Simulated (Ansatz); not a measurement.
Clusters of 4 atoms, binary: gap (eV) at several levels, gas phase, relaxed structures; Ansatz. Clusters are the lowest isomers that short searches found in that spin, judged at the geometry's level. Core potentials for Mo, Te, W in the def2 sets, no spin–orbit coupling. HOMO and LUMO are taken over both spins. Singlets are spin-restricted. A dash marks a value that wasn't run or was left out as unsound. The structures are stationary points that may keep the symmetry of their start. Remarks come from the PBE and PBE0 runs and from stability tests at other levels; not every state was tested. HOMO above LUMO (over both spins in singlets and doublets, within one spin in higher multiplets; at PBE or PBE0), or a gap under 0.15 eV within one spin, warns that the state may not be the lowest or that an electron is smeared out.

| species | state | geometry | PBE-D4/def2-SVP | PBE-D4/def2-TZVP | r2SCAN-D4/def2-TZVP | PBE0-D4/def2-SVP | remarks |
| --- | --- | --- | --- | --- | --- | --- | --- |
| B2Mo2 | singlet | r2SCAN-D4/def2-TZVP | 1.49 | 1.49 | 1.79 | 3.08 | restricted SCF unstable |
| Al3Si | doublet | PBE0-D4/def2-TZVP | 0.53 | 0.51 | 1.00 | 2.04 | – |
| Si3Te | singlet | PBE-D4/def2-SVP | 1.23 | 1.25 | 1.45 | 2.62 | – |
| PSe3 | doublet | r2SCAN-D4/def2-SVP | 0.13 | 0.21 | 0.55 | 1.97 | gap within one spin near zero |
| Li2Si2⁺ | doublet | PBE0-D4/def2-TZVP | 1.09 | 1.07 | 1.48 | 2.73 | – |
| Si2W2 | singlet | PBE0-D4/def2-SVP | 1.60 | 1.58 | 1.97 | 3.40 | – |
| Si3Ge | singlet | r2SCAN-D4/def2-SVP | 1.18 | 1.16 | 1.33 | 2.70 | – |

Task: Estimate the column for B3LYP-D4/6-31G.

Result: Al3Si 1.72; PSe3 1.59; Li2Si2⁺ 2.31; Si3Ge 2.35.
